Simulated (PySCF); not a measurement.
H$_{3}$OSi (SMILES [OH+]=[SiH2]), charge +1, singlet, at a GFN2-xTB geometry. Base run: WB97X/def2-SVP, TDA (PySCF).

PySCF was given this input:
```python
from pyscf import gto, scf, dft, tdscf

mol = gto.M(
    atom='''
O     0.97264939   -0.27713669   -0.01643512
Si   -0.52883907    0.12937371    0.00770076
H     1.90827304   -0.05090401   -0.00367736
H    -0.93990819    1.51859726    0.08838634
H    -1.34581301   -1.06183170   -0.06103870
''',
    basis='def2-svp',
    charge=1,
    verbose=4,
)

mf = dft.RKS(mol)
mf.xc = 'wb97x'
mf.kernel()
td = mf.TDA()
td.nstates = 5
td.kernel()
td.analyze()
```

The base run was repeated with changes; each row names its change, and settings that it needs were set with it.

```
change              first excitation (eV)  oscillator strength of the first  second (eV)  core-seconds (rough)
------------------  ---------------------  --------------------------------  -----------  --------------------
base                                 5.98                             0.000         8.13                    20
nstates = 15                         5.98                             0.000         8.13                    20
states = triplets                    5.56                                 -         6.57                    20
functional = m062x                   5.89                             0.000         8.01                    40
functional = pbe                     5.25                             0.000         7.27                    10
functional = pbe0                    5.75                             0.000         7.81                    20
nstates = 10                         5.98                             0.000         8.13                    20
functional = b3lyp                   5.64                             0.000         7.69                    20
functional = hf                      7.15                             0.000         9.58                     2
basis = def2-SVPD                    6.00                             0.000         8.12                    50
functional = blyp                    5.25                             0.000         7.26                    10
```

An iterative solver can miss low states, so a row lists the states that it found.
